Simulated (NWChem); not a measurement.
System: GeH3O3 cation

Parts of the log:

```
             Northwest Computational Chemistry Package (NWChem) 7.3.0
             --------------------------------------------------------

                             Geometry "geometry" -> ""
                             -------------------------

 Output coordinates in angstroms (scale by  1.889725989 to convert to a.u.)

  No.       Tag          Charge          X              Y              Z
 ---- ---------------- ---------- -------------- -------------- --------------
    1 O                    8.0000    -1.67991700     0.22004300     0.00000000
    2 Ge                  32.0000    -0.00257300     0.00962500     0.00000000
    3 O                    8.0000     0.60548600    -1.57986000     0.00000000
    4 O                    8.0000     0.84418300     1.47827200     0.00000000
    5 H                    1.0000    -2.23766400    -0.57650200     0.00000000
    6 H                    1.0000     1.56178500    -1.75023300     0.00000000
    7 H                    1.0000     1.81485600     1.48592500     0.00000000

 Effective nuclear repulsion energy (a.u.)     316.9445317607

  pbe96 is a nonlocal functional; adding pw91lda local functional.
                              NWChem Property Module
                              ----------------------

  itol2e modified to match energy
  convergence criterion.

                                 NWChem DFT Module
                                 -----------------

 Summary of "ao basis" -> "ao basis" (spherical)
 ------------------------------------------------------------------------------
       Tag                 Description            Shells   Functions and Types
 ---------------- ------------------------------  ------  ---------------------
 O                          pcsseg-1                 7       17   3s3p1d
 Ge                         pcsseg-1                15       41   5s7p3d
 H                          pcsseg-1                 3        5   2s1p

  itol2e modified to match energy
  convergence criterion.

[...]

          -----------------------------------------
          Chemical Shielding Tensors (GIAO, in ppm)
          -----------------------------------------

                                NWChem CPHF Module
                                ------------------

  scftype          =     RHF
  nclosed          =       29
  nopen            =        0
  variables        =     2262
  # of vectors     =        3
  tolerance        = 0.10D-03
  level shift      = 0.00D+00
  max iterations   =       50
  max subspace     =       30

 SCF residual:    1.2707602038091958E-004

Iterative solution of linear equations
  No. of variables     2262
  No. of equations        3
  Maximum subspace       30
        Iterations       50
       Convergence  1.0D-04

   iter   nsub   residual    time
   ----  ------  --------  ---------
     1      3    6.33D-05     104.7

      Atom:    1  O
        Diamagnetic
    410.5661      3.4052      0.0000
      3.4052    386.4257      0.0000
      0.0000      0.0000    372.9864

        Paramagnetic
   -125.9966    -47.0487     -0.0000
    -47.0487   -222.9225      0.0000
     -0.0000      0.0000   -121.8590

        Total Shielding Tensor
    284.5694    -43.6435     -0.0000
    -43.6435    163.5032      0.0000
     -0.0000      0.0000    251.1274

           isotropic =     233.0667
          anisotropy =      98.3932

          Principal Components and Axis System
                 1           2           3
              298.6621    251.1274    149.4105

      1         0.9516      0.0000      0.3073
      2        -0.3073     -0.0000      0.9516
      3        -0.0000      1.0000      0.0000

      Atom:    2  Ge
        Diamagnetic
   2759.2095     -0.0613      0.0000
     -0.0613   2760.0503      0.0000
      0.0000      0.0000   2754.9005

        Paramagnetic
  -1434.2173     17.6128      0.0000
     17.6128  -1455.5767     -0.0000
      0.0000     -0.0000  -1720.9442

        Total Shielding Tensor
   1324.9921     17.5514      0.0000
     17.5514   1304.4736     -0.0000
      0.0000     -0.0000   1033.9564

           isotropic =    1221.1407
          anisotropy =     170.8831

          Principal Components and Axis System
                 1           2           3
             1335.0628   1294.4029   1033.9564

      1         0.8674     -0.4977     -0.0000
      2         0.4977      0.8674      0.0000
      3         0.0000     -0.0000      1.0000

      Atom:    3  O
        Diamagnetic
    395.4761    -12.5676     -0.0000
    -12.5676    401.9349      0.0000
     -0.0000      0.0000    373.1909

        Paramagnetic
   -316.1352    -29.4597      0.0000
    -29.4597   -117.0685     -0.0000
      0.0000     -0.0000   -147.7839

        Total Shielding Tensor
     79.3410    -42.0273      0.0000
    -42.0273    284.8664     -0.0000
      0.0000     -0.0000    225.4070

           isotropic =     196.5381
          anisotropy =     144.8854

          Principal Components and Axis System
                 1           2           3
              293.1284    225.4070     71.0790

      1        -0.1929     -0.0000      0.9812
      2         0.9812      0.0000      0.1929
      3        -0.0000      1.0000     -0.0000

      Atom:    4  O
        Diamagnetic
    398.7793     13.0810     -0.0000
     13.0810    397.8380     -0.0000
     -0.0000     -0.0000    372.6651

        Paramagnetic
   -279.5617     43.4750      0.0000
     43.4750   -115.6349      0.0000
      0.0000      0.0000   -135.8082

[...]
```

Level: PBE/pcSseg-1, GIAO. Geometry: optimised at PBE0/def2-SVP. The printed shielding anisotropy is the first printed principal value minus the mean of the other two.

Question: Which NWChem input produces such a log?

Answer: Several could match; the one computed here: the input that was run:
```
start job
memory heap 200 mb stack 700 mb global 900 mb
charge 1
geometry units angstroms noautosym nocenter noautoz
  O     -1.679917     0.220043     0.000000
  Ge    -0.002573     0.009625     0.000000
  O      0.605486    -1.579860     0.000000
  O      0.844183     1.478272     0.000000
  H     -2.237664    -0.576502     0.000000
  H      1.561785    -1.750233     0.000000
  H      1.814856     1.485925     0.000000
end
basis spherical
  O library pcsseg-1
  Ge library pcsseg-1
  H library pcsseg-1
end
dft
  xc xpbe96 cpbe96
  iterations 150
end
property
  shielding
end
task dft property
```
